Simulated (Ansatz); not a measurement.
Cost and result for the atomization energy of `C=C[SiH](S)Cl` (10 atoms, 9 bonds).

Z-matrix (Å, degrees):
```
Si
C 1 1.850
Cl 1 2.060 2 107.1
S 1 2.124 2 112.6 3 -123.4
H 1 1.480 2 113.3 3 117.8
C 2 1.330 1 123.7 3 136.8
H 2 1.089 1 117.4 3 -43.6
H 4 1.345 1 94.0 2 57.2
H 6 1.086 2 121.6 1 -0.5
H 6 1.086 2 121.9 1 179.3
```

Total charge 0; spin multiplicity 1. Geometry: relaxed with PBE0-D4/def2-TZVP. It is one conformer, not always the lowest. Program: Ansatz. All runs use 4 threads of an AMD EPYC 9R45 on a shared host. Times are those of one run each, without the atoms' runs, and a repeat can differ threefold. Electronic energies, without spin–orbit coupling; frozen cores. CCSD(T)/CBS adds CCSD(T) − MP2 in def2-TZVPP to the MP2 limit, and its time is that of the two runs behind it. T1 = 0.011. B3LYP takes the VWN-RPA correlation (the form of Gaussian; ORCA's B3LYP/G). HSE06 is the plane-wave form, built on full-range PBE exchange.

CCSD(T)/CBS is a level of theory with its own doubt, some kJ/mol a heavy atom from the limit and from the frozen cores, so smaller differences don't rank the functionals.

```
                             level  functions  wall time  atomization (kJ/mol)  difference from CCSD(T)/CBS  per bond
            LDA (SPW92)/def2-TZVPP        258      0.7 s                4153.9                        490.5      54.5
              revPBE-D4/def2-TZVPP        258      0.9 s                3644.5                        -18.9      -2.1
                BLYP-D4/def2-TZVPP        258        1 s                3631.8                        -31.6      -3.5
               BHLYP-D4/def2-TZVPP        258      1.6 s                3565.7                        -97.7     -10.9
               HSE06-D4/def2-TZVPP        258      1.6 s                3677.6                         14.2       1.6
                  CCSD(T)/def2-SVP        107      1.8 s                3428.4                       -235.0     -26.1
r2SCAN-D4/def2-TZVPP (with forces)        258      1.8 s                3678.4                         15.0       1.7
             r2SCANh-D4/def2-TZVPP        258      2.1 s                3659.0                         -4.4      -0.5
 B3LYP-D4/def2-TZVPP (with forces)        258      2.2 s                3648.0                        -15.4      -1.7
                ωB97X-V/def2-TZVPP        258      3.1 s                3675.7                         12.3       1.4
                    MP2/def2-QZVPP        474        9 s                3681.6                         18.2       2.0
                CCSD(T)/def2-TZVPP        258       43 s                3559.7                       -103.7     -11.5
                 CCSD(T)/CBS(def2)          –       52 s                3663.4                          0.0       0.0
```

From PBE to PBE0 (25 % exact exchange), in def2-TZVPP and without D4, the atomization energy moves by −43.6 kJ/mol: exact exchange takes away binding that semilocal exchange gives to molecules. In def2-TZVPP, CCSD(T) changes the Hartree–Fock value by +843.1 kJ/mol (the triples alone add +59.9 kJ/mol) and MP2 by +904.0 kJ/mol; breaking electron pairs costs correlation energy, which Hartree–Fock lacks. The D4 term adds +46.6 kJ/mol with B3LYP and +24.5 kJ/mol with PBE0; it sums over pairs of atoms, weighted by their polarisabilities, and B3LYP, whose exchange is more repulsive, gets the larger term.
